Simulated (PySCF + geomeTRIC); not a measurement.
A geometry relaxed with B3LYP-D3(BJ)/def2-TZVP run with PySCF + geomeTRIC, charge 0, multiplicity 1:

```xyz
9

C      1.8603    -0.0916    -0.2717
H     -1.5454    -1.2206    -0.3079
H     -0.8576     1.4909     0.6404
C     -0.6289     0.5153     0.2228
C      0.6184     0.1980    -0.0071
H      2.3065     0.1267    -1.2385
H     -2.4944    -0.1960     0.5947
N     -1.7603    -0.2565    -0.0964
H      2.5084    -0.5637     0.4617
```

Problem. Write the SMILES of this molecule.

Solution. `C=C=CN`
